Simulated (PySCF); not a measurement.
Structure problem from calculated spectra and properties.

Formula: C2H11NOSi2.

* UV, first state: lowest singlet excitation: 6.03 eV (206 nm, f = 0.004) [TDDFT PBE0/def2-SVPD]
* NMR, other nuclei: isotropic shieldings of nuclei other than C and H, by class: 274 (1 N), 339 (1 O), 389 (1 Si), 404 (1 Si) ppm [GIAO PBE0/pcSseg-1]
* Valence photoelectron: vertical ionisation energy: 9.05 eV [ΔSCF PBE0/def2-SVPD]
* Dipole: 1.44 D [PBE0/def2-SVPD]
* 13C NMR: chemical shifts (computed TMS as zero) by class: 59.2 (1 C), 58.0 (1 C) ppm [GIAO PBE0/pcSseg-1]
* 1H NMR: chemical shifts (computed TMS as zero) by class: 4.83 (2 H), 4.60 (3 H), 3.60 (2 H), 3.31 (3 H), -0.72 (1 H) ppm [GIAO PBE0/pcSseg-1]
* Polarisability: 91.4 au [PBE0/def2-SVPD]
* Rotational structure: rotational constants A, B, C: 2.543, 1.923, 1.308 GHz [PBE0-D3(BJ)/def2-SVP]
* Triplet: lowest triplet excitation (Tamm–Dancoff): 5.71 eV [TDA PBE0/def2-SVPD]

Electronic properties: PySCF, gas phase, density fitting. Levels stand in brackets. The structure is a single PBE0-D3(BJ)/def2-SVP conformer in the gas phase; no vibrational or solvent corrections. NMR values are class means; diastereotopic atoms form classes of their own.

**Question.** Give a SMILES that accounts for the data.

**Answer.** Numbering: `[CH3:1][O:2][CH2:3][SiH2:4][NH:5][SiH3:6]`. Its formula, C2H11NOSi2, gives 0 degrees of unsaturation, so no ring and no π bond. 2 carbons fall into 2 classes; from least to most shielded: sp3 carbon bound to oxygen [C3] (59.2 ppm), methoxy carbon [C1] (58.0 ppm). Hydrogen classes from least to most shielded: 2 H on an SiH2 silicon, Si4 (4.83 ppm, a mean of values up to 0.6 ppm apart in this geometry), 3 H on an SiH3 silicon, Si6 (4.60 ppm), 2 H on an sp3 carbon bound to oxygen, C3 (3.60 ppm, a mean of values up to 1.1 ppm apart in this geometry), 3 H on a methoxy carbon, C1 (3.31 ppm, a mean of values up to 0.7 ppm apart in this geometry), 1 H on a nitrogen bridging silicon atoms, N5 (-0.72 ppm). The other shieldings belong to: 274 ppm, nitrogen bridging silicon atoms [N5]; 339 ppm, ether oxygen [O2]; 389 ppm, SiH2 silicon [Si4]; 404 ppm, SiH3 silicon [Si6]. The optimised geometry has point group C1 and is an asymmetric top. Structure: `COC[SiH2]N[SiH3]`. Computed isomers that give other values at the same levels: `N[SiH2]CC[SiH2]O` (rotational constant A: 3.131 GHz; this holds for the one conformer computed); `COC[SiH2][SiH2]N` (rotational constant A: 4.403 GHz; this holds for the one conformer computed); `CCO[Si@@H](N)[SiH3]` (rotational constant A: 3.427 GHz; this holds for the one conformer computed). The assignments are read from this structure; whether some other isomer fits the data as well wasn't checked.

Conformer computed: `[CH3:1][O:2][CH2:3][SiH2:4][NH:5][SiH3:6]`: C1–O2–C3–Si4 -74°, O2–C3–Si4–N5 -36°, C3–Si4–N5–Si6 -3°.
